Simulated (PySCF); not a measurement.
# Exercise with solution: dipole moment from atomic charges

Cl3H3OSiSn, SMILES [SiH3][O][Sn]([Cl])([Cl])[Cl]. Atoms are numbered in the order given.

```xyz
9

Si    -2.9916    -0.5375     0.0000
O     -1.3828    -1.0149     0.0000
Sn     0.3043    -0.0274     0.0000
Cl    -0.2020     2.2577     0.0000
Cl     1.5167    -0.5922     1.9103
Cl     1.5167    -0.5922    -1.9103
H     -3.2994     0.2734    -1.2127
H     -3.2994     0.2734     1.2127
H     -3.8082    -1.7797     0.0000
```

Coordinates come from a B3LYP-D3(BJ)/def2-SVP optimisation. The def2 effective core potentials stand for the cores of Sn; spin–orbit coupling is left out. Other conformers were not sampled.

Charges (e) from HF/def2-TZVP run with PySCF:

```tsv
atom	Mulliken	ESP fit
Si1	0.502	0.423
O2	-0.783	-0.300
Sn3	1.562	0.427
Cl4	-0.379	-0.114
Cl5	-0.369	-0.098
Cl6	-0.369	-0.098
H7	-0.055	-0.078
H8	-0.055	-0.078
H9	-0.052	-0.084
```

The dipole moment of the full density is 0.75 D.

Task: What dipole moment does each set of point charges give, and which comes closer to that of the density?

Result: 
μ = Σ q r, and 1 e Å = 4.8032 D.
Mulliken: Σ q r = (-0.426, 0.126, 0.000) e Å, |μ| = 2.13 D.
ESP fit: Σ q r = (-0.160, 0.031, 0.000) e Å, |μ| = 0.78 D.
ESP fit comes closer in size. Point charges leave out the atoms' own dipoles (lone pairs, polarised bonds); fits to the potential absorb them, partitions of the density don't.
